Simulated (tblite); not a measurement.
Species: C6H9BCl2S.
Numbering: `[CH:1]#[C:2][C@@H:3]([CH2:4][S:5][CH2:6][CH3:7])[B:8]([Cl:9])[Cl:10]` (hydrogens: H11 on C1; H12 on C3; H13, H14 on C4; H15, H16 on C6; H17, H18, H19 on C7)

Computed with GFN2-xTB (tblite), gas phase: L-BFGS steps from a force-field or distance-geometry start until the largest atomic force falls under 0.01 eV/Å.

Step 23: E = -843.5465 eV
```
atom  x, y, z in Å  |  force x, y, z in eV/Å
C1     -3.5494   -1.0166   -1.4639    0.002   0.036   0.004
C2     -2.5896   -0.8818   -0.7603   -0.043  -0.004   0.027
C3     -1.4066   -0.6693    0.0722   -0.044  -0.055  -0.119
C4     -0.1707   -0.9634   -0.8007    0.046  -0.010  -0.017
S5      1.3658   -1.1850    0.1512   -0.025  -0.042  -0.029
C6      1.7075    0.5324    0.6696    0.008   0.086   0.038
C7      3.0853    0.6544    1.3028   -0.004  -0.007  -0.003
B8     -1.5964    0.8333    0.6035    0.098  -0.041  -0.005
Cl9    -1.3087    2.1804   -0.4289    0.022  -0.045  -0.027
Cl10   -2.2420    1.1243    2.1647   -0.018   0.005   0.071
H11    -4.3933   -1.1436   -2.0765    0.054  -0.034   0.037
H12    -1.4319   -1.4054    0.8862    0.011   0.074  -0.035
H13    -0.0099   -0.1751   -1.5388   -0.022  -0.038   0.046
H14    -0.3115   -1.9182   -1.3156    0.039   0.119   0.037
H15     0.9278    0.8130    1.3825   -0.006  -0.017  -0.009
H16     1.6305    1.1634   -0.2158   -0.051   0.024   0.003
H17     3.8585    0.7256    0.5406   -0.041  -0.076   0.012
H18     3.1254    1.5501    1.9202    0.021  -0.010  -0.034
H19     3.2995   -0.2091    1.9299   -0.047   0.034   0.003
```

Step 24: E = -843.5489 eV
```
atom  x, y, z in Å  |  force x, y, z in eV/Å
C1     -3.5470   -1.0156   -1.4623   -0.028   0.024  -0.010
C2     -2.5887   -0.8800   -0.7579   -0.039   0.001   0.012
C3     -1.4063   -0.6657    0.0705    0.007  -0.058  -0.088
C4     -0.1702   -0.9606   -0.8004    0.068   0.007  -0.029
S5      1.3636   -1.1909    0.1501    0.009  -0.028   0.015
C6      1.7044    0.5270    0.6721    0.039   0.056   0.021
C7      3.0837    0.6543    1.3021   -0.009   0.001   0.022
B8     -1.5943    0.8358    0.6026    0.081  -0.025   0.004
Cl9    -1.3136    2.1810   -0.4351    0.018  -0.049   0.001
Cl10   -2.2374    1.1212    2.1675   -0.004   0.020   0.042
H11    -4.3911   -1.1484   -2.0714    0.017  -0.034   0.008
H12    -1.4313   -1.4009    0.8838    0.015   0.047   0.001
H13    -0.0025   -0.1715   -1.5334   -0.029   0.028   0.010
H14    -0.3093   -1.9078   -1.3254    0.006   0.045   0.034
H15     0.9243    0.8049    1.3851   -0.003  -0.012   0.001
H16     1.6242    1.1557   -0.2143   -0.047   0.039   0.005
H17     3.8578    0.7164    0.5397   -0.059  -0.064   0.010
H18     3.1237    1.5568    1.9113    0.023  -0.034  -0.056
H19     3.3004   -0.2022    1.9384   -0.064   0.037  -0.002
```

Step 25: E = -843.5505 eV
```
atom  x, y, z in Å  |  force x, y, z in eV/Å
C1     -3.5458   -1.0151   -1.4610   -0.041   0.016  -0.017
C2     -2.5882   -0.8786   -0.7566   -0.023   0.000   0.002
C3     -1.4052   -0.6636    0.0675    0.044  -0.028  -0.029
C4     -0.1680   -0.9580   -0.8010    0.057   0.022  -0.023
S5      1.3622   -1.1976    0.1503    0.031   0.007   0.042
C6      1.7028    0.5220    0.6746    0.030   0.016  -0.001
C7      3.0823    0.6541    1.3020   -0.019   0.004   0.021
B8     -1.5912    0.8375    0.6018    0.051  -0.014   0.016
Cl9    -1.3192    2.1817   -0.4396    0.020  -0.050   0.018
Cl10   -2.2333    1.1200    2.1701    0.016   0.021   0.004
H11    -4.3896   -1.1527   -2.0672   -0.023  -0.035  -0.020
H12    -1.4296   -1.3962    0.8818    0.017   0.017   0.021
H13     0.0038   -0.1663   -1.5283   -0.021   0.068  -0.020
H14    -0.3087   -1.8985   -1.3334   -0.005  -0.019   0.014
H15     0.9218    0.7965    1.3875   -0.003  -0.006   0.009
H16     1.6183    1.1488   -0.2130   -0.038   0.044   0.013
H17     3.8555    0.7081    0.5386   -0.052  -0.056   0.001
H18     3.1220    1.5627    1.9022    0.028  -0.032  -0.055
H19     3.3005   -0.1954    1.9465   -0.070   0.025   0.004
```

Q: Estimate the geometry and energy of step 26. (The exact step hangs on the optimiser's Hessian estimate; all steps are aligned on step 25, rigid shifts and turns removed.)

A: E = -843.5518 eV, largest force 0.088 eV/Å
```
atom  x, y, z in Å  |  force x, y, z in eV/Å
C1     -3.5454   -1.0147   -1.4599   -0.039   0.010  -0.015
C2     -2.5881   -0.8774   -0.7557   -0.003  -0.002  -0.007
C3     -1.4033   -0.6622    0.0644    0.053   0.005   0.025
C4     -0.1648   -0.9554   -0.8022    0.032   0.028  -0.014
S5      1.3617   -1.2036    0.1514    0.039   0.039   0.046
C6      1.7019    0.5175    0.6767    0.000  -0.013  -0.017
C7      3.0808    0.6540    1.3022   -0.026   0.001   0.006
B8     -1.5878    0.8386    0.6012    0.023  -0.011   0.024
Cl9    -1.3243    2.1818   -0.4430    0.025  -0.044   0.027
Cl10   -2.2294    1.1197    2.1723    0.034   0.018  -0.026
H11    -4.3891   -1.1569   -2.0641   -0.048  -0.033  -0.035
H12    -1.4276   -1.3919    0.8807    0.021  -0.008   0.025
H13     0.0090   -0.1600   -1.5241   -0.009   0.080  -0.035
H14    -0.3087   -1.8908   -1.3402   -0.002  -0.056  -0.004
H15     0.9200    0.7888    1.3898   -0.001   0.001   0.015
H16     1.6127    1.1431   -0.2116   -0.027   0.042   0.021
H17     3.8525    0.7001    0.5377   -0.032  -0.051  -0.012
H18     3.1208    1.5676    1.8932    0.032  -0.010  -0.040
H19     3.2994   -0.1889    1.9540   -0.070   0.006   0.017
```

The energy changes by -0.0013 eV. The first-order estimate −F·Δx gives -0.0017 eV and the mean of the old and new forces, exact on a quadratic surface, -0.0013 eV. The step makes an angle of 75° with the force vector and moves no atom by more than 0.010 Å.

What follows is the cost of the whole relaxation. Time: 1.0 s. Hardware: one thread of an Arm Neoverse V1, on a shared host.
